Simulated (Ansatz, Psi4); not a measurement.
The Ansatz (an electronic-structure program) input:
Ansatz 0.2 input:
```yaml
crystal:
  periodic: [false, false, false]
  atoms:
    - {symbol: Se, position_ang: [-0.00000000, -0.00000000, -0.04130131]}
    - {symbol: H, position_ang: [0.00000000, 0.00000000, 1.40424442]}
basis:
  gaussian:
    orbitals: def2-SVP
hamiltonian:
  xc: cam_b3lyp
magnetization: {spin_polarized: true, initial_magnetization: 1}
accuracy: high
```

Question: Give the equivalent Psi4 input.

Answer: One answer among several that fit: 
```
memory 2 GB

molecule {
0 2
Se   -0.00000000   -0.00000000   -0.04130131
H     0.00000000    0.00000000    1.40424442
}

set {
  basis def2-svp
  reference uks
  scf_type pk
  puream true
  d_convergence 1e-8
  dft_radial_points 99
  dft_spherical_points 590
}

energy('cam-b3lyp')
print_variables()
```

Both were run: Ansatz gave -2401.942224 Eh and Psi4 -2401.942223 Eh, 0.000 mEh apart.
